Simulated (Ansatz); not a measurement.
Two members of one family ((NaCl)n off), computed with Ansatz in the gas phase. The two geometries come from different levels. HOMO and LUMO are taken over both spins. The structures are stationary points that may keep the symmetry of their start.

First: Na2Cl3 (doublet, charge 0, PBE-D4/def2-SVP geometry).

```xyz
5

Na   -1.3373   -0.8106    0.3049
Na    1.5238    0.2244   -0.4099
Cl   -0.0632    1.2399    1.5599
Cl    0.6765   -2.1537   -0.4150
Cl   -0.7998    1.5000   -1.0399
```

| level | HOMO (eV) | LUMO (eV) | gap (eV) |
| --- | --- | --- | --- |
| PBE-D4/def2-SVP | -5.77 | -5.35 | 0.42 |
| PBE-D4/def2-TZVP | -6.03 | -5.62 | 0.41 |
| r2SCAN-D4/def2-TZVP | -6.33 | -5.53 | 0.80 |
| PBE0-D4/def2-SVP | -7.10 | -4.53 | 2.58 |
| PBE0-D4/def2-TZVP | -7.37 | -4.74 | 2.63 |

Second: Na3Cl2 (doublet, charge 0, PBE0-D4/def2-SVP geometry).

```xyz
5

Na   -1.020   -1.467    2.602
Na   -0.929   -0.857   -0.743
Na    1.352    1.556   -0.630
Cl   -0.077    0.766   -2.501
Cl    0.674    0.002    1.272
```

Problem. Estimate how these quantities change from the first to the second (second minus first).

Solution. 
| level | Δ HOMO (eV) | Δ LUMO (eV) | Δ gap (eV) |
| --- | --- | --- | --- |
| PBE-D4/def2-SVP | 2.98 | 3.36 | 0.38 |
| PBE-D4/def2-TZVP | 3.19 | 3.63 | 0.44 |
| r2SCAN-D4/def2-TZVP | 3.50 | 3.72 | 0.21 |
| PBE0-D4/def2-SVP | 3.84 | 3.16 | -0.67 |
| PBE0-D4/def2-TZVP | 4.05 | 3.39 | -0.65 |
